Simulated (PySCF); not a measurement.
Point groups of optimised structures. Method: PBE0/pcSseg-1 in PySCF (dipole) on a GFN2-xTB geometry, gas phase. The symmetry is that of the one conformer found, every atom within 0.08 Å of its image; none is proved a minimum here.

Question: What symmetry has `[O:1]=[C:2](/[CH:3]=[CH:4]/[Cl:5])[NH:6][CH:7]1[CH2:8][CH2:9][CH2:10]1` with O1–C2–C3–C4 1°, O1–C2–N6–C7 0°, C2–N6–C7–C8 -128°, N6–C7–C8–C9 -131°, C7–C8–C9–C10 11°, C8–C9–C10–C7 -11°, N6–C7–C10–C9 131°?

Answer: Cs; near-prolate asymmetric top; symmetry number 1; 2 operations, which sort the 20 atoms into 17 sets; dipole 3.57 D, in the ab plane, which is the mirror; heavy atoms equivalent by symmetry: C8/C10.

Question: What symmetry has `[F:1][C:2]([F:3])([F:4])[SiH2:5][CH2:6][S:7][SiH2:8][SiH3:9]` with C2–Si5–C6–S7 180°, Si5–C6–S7–Si8 180°, C6–S7–Si8–Si9 180°?

Answer: Cs; near-prolate asymmetric top; symmetry number 1; 2 operations, which sort the 18 atoms into 13 sets; dipole 2.87 D, in the ab plane, which is the mirror.

Question: What symmetry has `[F:1][C:2]([F:3])([F:4])[O:5][CH2:6][SiH2:7][O:8][SiH3:9]` with C2–O5–C6–Si7 -52°, O5–C6–Si7–O8 -167°, C6–Si7–O8–Si9 169°?

Answer: C1; near-prolate asymmetric top; symmetry number 1; this conformer is chiral (no improper operation); dipole 3.11 D.

Question: What symmetry has `[CH2:1]=[C:2]1[CH:3]=[C:4]([C:5](=[O:6])[SiH2:7][NH2:8])[C:9]1=[CH2:10]` with C3–C4–C5–O6 177°, C4–C5–Si7–N8 170°, C5–Si7–N8–H 167° and 19°?

Answer: C1; asymmetric top; symmetry number 1; this conformer is chiral (no improper operation); dipole 2.30 D; A, B, C = 2641, 623.7, 508.5 MHz.
